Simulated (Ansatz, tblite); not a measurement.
Series SiClX3: gap (eV) at several levels, gas phase, relaxed structures; Ansatz, xTB through tblite. The structures are stationary points that may keep the symmetry of their start.

```json
{"species": "SiCl(vinyl)3 (C6H9ClSi)", "state": "singlet", "geometry": "PBE-D4/def2-SVP", "GFN1-xTB": "4.10", "GFN2-xTB": "4.03", "PBE-D4/def2-SVP": "4.92", "r2SCAN-D4/def2-TZVP": "5.20", "PBE0-D4/def2-TZVP": "6.87"}
{"species": "SiCl(NHMe)3 (C3H12ClN3Si)", "state": "singlet", "geometry": "r2SCAN-D4/def2-SVP", "GFN1-xTB": "6.81", "GFN2-xTB": "6.19", "PBE-D4/def2-SVP": "5.79", "r2SCAN-D4/def2-TZVP": "6.34", "PBE0-D4/def2-TZVP": "7.64"}
{"species": "SiCl(OAc)3 (C6H9ClO6Si)", "state": "singlet", "geometry": "r2SCAN-D4/def2-SVP", "GFN1-xTB": "5.19", "GFN2-xTB": "4.67", "PBE-D4/def2-SVP": "5.05", "r2SCAN-D4/def2-TZVP": "5.70", "PBE0-D4/def2-TZVP": "7.89"}
{"species": "SiClEt3 (C6H15ClSi)", "state": "singlet", "geometry": "r2SCAN-D4/def2-SVP", "GFN1-xTB": "7.02", "GFN2-xTB": "6.05", "PBE-D4/def2-SVP": "7.14", "r2SCAN-D4/def2-TZVP": "7.61", "PBE0-D4/def2-TZVP": "8.82"}
```

Task: Estimate the column for PBE0-D4/def2-SVP.

Result: SiCl(vinyl)3 (C6H9ClSi) 7.01; SiCl(NHMe)3 (C3H12ClN3Si) 8.13; SiCl(OAc)3 (C6H9ClO6Si) 7.92; SiClEt3 (C6H15ClSi) 9.36.

Over the 4 species that have every level, the mean is 5.78 at GFN1-xTB, 5.24 at GFN2-xTB, 5.72 at PBE-D4/def2-SVP, 6.21 at r2SCAN-D4/def2-TZVP, 8.11 at PBE0-D4/def2-SVP, 7.80 at PBE0-D4/def2-TZVP. Orbital gaps grow with the share of exact exchange and aren't one observable across functionals.
